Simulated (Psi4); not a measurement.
Complex: CO (SMILES [C-]#[O+]) (first 2 atoms) with C3H8 (SMILES CCC); geometry from B3LYP-D3(BJ)/def2-TZVP, rigid monomers moved along the line of their centres of mass till C1···H7 is 5.25 Å.
(charge 0, multiplicity 1):
```xyz
13

C     -1.466    -0.153     0.902
O     -0.453    -0.352     0.454
C      0.784     1.547     6.293
C      1.419     0.163     6.204
C      0.463    -0.953     6.616
H      1.481     2.330     5.989
H     -0.098     1.618     5.651
H      0.462     1.765     7.314
H      2.311     0.130     6.837
H      1.768    -0.014     5.182
H      0.933    -1.935     6.540
H      0.130    -0.821     7.649
H     -0.429    -0.960     5.985
```

Calculation: Psi4 1.11 with SAPT0/jun-cc-pV(D+d)Z.

Q: Give the four SAPT terms and the total, and say what mostly holds the pair together.

A: electrostatics 0.1, exchange 0.0, induction 0.0, dispersion -2.6, total -2.5 meV; the largest attraction is dispersion.
